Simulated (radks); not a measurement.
Task: These are the eigenvalues of the occupied orbitals of an atom or ion with whole-number occupations (hartree). Method: Dirac Kohn-Sham, PBE, spin-unpolarised, spherical densities, point nucleus; computed with a radial shooting solver on a logarithmic mesh with Libxc functionals.

1s1/2: -246.7128

Which element is it, and in what charge state? The configuration may be excited. Open shells, if any, fill j = l - 1/2 first.

Result: Z = 23, vanadium, charge +21: V21+ in [He]. The 1s level, -246.71 hartree, gives Z - s = 22.2 by -(Z - s)^2/2, which with screening and relativity narrows Z to a few neighbours, and the depths must fix Z and the occupations together.
